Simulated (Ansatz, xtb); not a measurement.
## Ranking isomers of C4H5BrGeO

6 gas-phase structures of C4H5BrGeO, from a drawn sample of its isomers (lower ones may exist). Each was relaxed with GFN2-xTB:

A. `O=[C]1C=C[CH2][Ge@@H]1[Br]`, a singlet
B. `C#C[C@@H]1C[O][Ge@H]1[Br]`, a singlet
C. `C#C[C@@H]1C[O][Ge@@H]1[Br]`, a singlet
D. `BrC1=CC=[CH][GeH2][O]1`, a singlet
E. `BrC1=[CH][GeH2][O]C=C1`, a singlet
F. `BrC1=C[O][GeH2][CH]=C1`, a singlet

Problem. Which do you expect lowest at r2SCAN-D4/def2-SVP, and how would the others follow?

Solution. Calculated order at r2SCAN-D4/def2-SVP: A (0.000), E (0.909), D (0.927), F (1.092), B (1.677), C (1.697) eV. Less than 1 kcal/mol parts E and D; B and C, so the order within those pairs means little.

Energies above the lowest of each column, in eV; the last columns are at B3LYP-D3(BJ)/def2-SVP geometries and were run for some of them only (a dash: not run or not comparable):

```tsv
structure	GFN2-xTB	HF/STO-3G	r2SCAN-D4/def2-SVP	B3LYP-D3(BJ)/def2-SVP	CCSD(T)/def2-SVP + ΔMP2/def2-TZVPP
A	0.000	0.000	0.000	0.000	0.000
E	0.541	0.870	0.909	0.922	0.912
D	0.456	0.884	0.927	0.942	0.974
F	0.637	1.001	1.092	–	–
B	0.657	1.385	1.677	–	–
C	0.654	1.430	1.697	–	–
```

Every level run on A puts it lowest or level with the lowest. Flexible structures stand in one conformer each, not always the lowest. Frequencies (GFN2-xTB) were run for A, D, E alone. ΔMP2 is the change of the MP2 energy from the smaller to the larger basis.

Over these structures GFN2-xTB departs from r2SCAN-D4/def2-SVP by 0.315 eV on average once a common shift is removed. A GFN2-xTB relaxation took about 0.095 s and the r2SCAN-D4/def2-SVP energy about 2.9 s on a shared host (Ansatz 0.2.0, xtb 6.7.1).
